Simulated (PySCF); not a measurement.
All values below come from PySCF 2.14.0 with B3LYP-D3(BJ)/def2-TZVP // PBE0-D4/def2-SVP. Gas-phase values, no solvent. One relaxed conformer stands for a flexible species; it need not be the lowest. B3LYP has the VWN-RPA correlation part, as in Gaussian. Delta-SCF ions had no search for a lower state. 

Reference species (SMILES): `[Sn]([O]C)([O]C)([O]C)[O]C` (neutral, multiplicity 1).

```yaml
LUMO: -1.97 eV
HOMO: -7.71 eV
HOMO–LUMO gap: 5.74 eV
vertical ionisation energy (Delta-SCF): 9.47 eV
```

Changed species: `[NH2][Sn]([NH2])([NH2])[NH2]` (0 of 4 NH2 replaced by OCH3; the reference has 4 of 4 NH2 replaced by OCH3).

### Question
Predict the effect on the LUMO, HOMO, HOMO–LUMO gap and vertical ionisation energy (Delta-SCF).

### Answer
the LUMO rises by 1.22 eV, to -0.75 eV; the HOMO goes up by 0.82 eV, to -6.89 eV; the HOMO–LUMO gap increases by 0.40 eV, to 6.14 eV; the vertical ionisation energy (Delta-SCF) drops by 0.61 eV, to 8.86 eV.
